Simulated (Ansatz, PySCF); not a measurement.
Caution: the highest occupied level lies above zero, a sign of self-interaction error and of too few diffuse functions. Another site gives an ion 0.56 eV lower (`C=[N-]`) at the level frozen-core CCSD(T)/aug-cc-pVTZ // B3LYP-D3(BJ)/def2-TZVPD (Ansatz, a program for electronic structure).

Delta-SCF ions had no search for a lower state. 

## CH2N, SMILES `[H]/[C-]=N\[H]` (not the most acidic site) (charge -1, multiplicity 1)

Level of theory: M06-2X/def2-TZVPD // B3LYP-D3(BJ)/def2-TZVPD in PySCF.

```yaml
HOMO: 0.37 eV
vertical detachment energy (Delta-SCF): 0.86 eV
total_energy: -93.9634 Ha
cost: roughly 27 core-seconds
```

```xyz
4

C      0.5667    -0.5400     0.2508
N     -0.7211    -0.3588     0.1848
H      1.1470     0.3475    -0.1864
H     -0.9926     0.5513    -0.2492
```
Charge -1, spin multiplicity 1.
